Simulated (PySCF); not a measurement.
# How methods differ on the excitation energy of Sr⁺

Sr⁺ [Kr] 5s1 (2S) → Sr⁺ [Kr] 4d1 (2D), as a difference of total energies. Computed with PySCF 2.14 in aug-cc-pwCVTZ-X2C (10s9p7d3f, 93 functions), with scalar relativity by spin-free X2C-1e. Correlated levels: valence and next inner shell: [Ar] 3d10 frozen. The calculations carry no spin-orbit coupling.

```json
{"method": "UHF", "excitation energy (cm⁻¹)": "15383", "error (cm⁻¹)": "+659"}
{"method": "LDA", "excitation energy (cm⁻¹)": "13548", "error (cm⁻¹)": "-1176"}
{"method": "PBE", "excitation energy (cm⁻¹)": "12221", "error (cm⁻¹)": "-2503"}
{"method": "PBE0", "excitation energy (cm⁻¹)": "12271", "error (cm⁻¹)": "-2453"}
{"method": "r2SCAN", "excitation energy (cm⁻¹)": "11336", "error (cm⁻¹)": "-3388"}
{"method": "wB97M-V", "excitation energy (cm⁻¹)": "12498", "error (cm⁻¹)": "-2226"}
{"method": "LC-wPBE", "excitation energy (cm⁻¹)": "11889", "error (cm⁻¹)": "-2835"}
{"method": "wB97X-V", "excitation energy (cm⁻¹)": "12757", "error (cm⁻¹)": "-1967"}
{"method": "MP2 (valence and next inner shell)", "excitation energy (cm⁻¹)": "15931", "error (cm⁻¹)": "+1207"}
{"method": "SCS-MP2 (valence and next inner shell)", "excitation energy (cm⁻¹)": "15693", "error (cm⁻¹)": "+969"}
```

Reference: 14724 cm⁻¹ (measured; NIST levels, between the centres of gravity of the two terms).

Errors of the correlated levels include the incompleteness of this basis and the frozen core.
